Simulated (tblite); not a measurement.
Species: C9H7F3.
SMILES with atom numbers: `[CH2:1]=[CH:2][c:3]1[cH:4][cH:5][cH:6][c:7]([C:8]([F:9])([F:10])[F:11])[cH:12]1` (hydrogens: H13, H14 on C1; H15 on C2; H16 on C4; H17 on C5; H18 on C6; H19 on C12)

Computed geometry: GFN2-xTB, gas phase.

**Question.** What internal coordinates does the optimisation give?

**Answer.** 
```
                 bond  length (bohr)
                C1=C2          2.508
                C2–C3          2.756
                C3–C4          2.639
                C4–C5          2.611
                C5–C6          2.615
                C6–C7          2.626
                C7–C8          2.838
C8–F9, C8–F10, C8–F11          2.541
               C7–C12          2.617
               C3–C12          2.635
               C1–H13          2.034
               C1–H14          2.034
               C2–H15          2.047
               C4–H16          2.042
               C5–H17          2.039
               C6–H18          2.039
              C12–H19          2.038
```

Bonds in one row agree within 0.02 bohr and their mean is given. A selection of angles:
```
    angle  degrees
 C1–C2–C3    126.4
 C2–C3–C4    119.2
C2–C3–C12    122.6
C4–C3–C12    118.2
 C3–C4–C5    121.3
 C4–C5–C6    120.3
 C5–C6–C7    118.9
 C6–C7–C8    119.3
C6–C7–C12    121.2
C8–C7–C12    119.5
 C7–C8–F9    111.9
C7–C8–F10    113.0
F9–C8–F10    106.0
C3–C12–C7    120.2
```

Torsions: C1–C2–C3–C4 -169° (antiperiplanar); C6–C7–C8–F9 -88° (synclinal). The mirror-image conformer, all signs reversed, is as good.

The 6-membered ring C3–C4–C5–C6–C7–C12 has internal angles of 118.2° to 121.3° (sum 720°, against 720° for a flat polygon); it is planar, 0.00 Å rms from its mean plane, widest ring torsion 1°. Of the pairs four or more bonds apart, H13···H19 is among the closest relative to their van der Waals radii: 2.17 Å, 90 % of the sum of Bondi's values. The 9 C–C bonds span 1.327 Å (C1=C2, drawn double) to 1.502 Å (C7–C8, drawn single), a spread of 0.175 Å.

Point group: C1 (no symmetry element, even within 0.4 Å). Its lowest GFN2-xTB frequency is 10 cm⁻¹, too small to tell a flat minimum from a shallow saddle. One conformer, not necessarily the lowest. 2 starts were optimised and ended at 0.00 and 0.05 kcal/mol (GFN2-xTB); the lowest of these is shown.
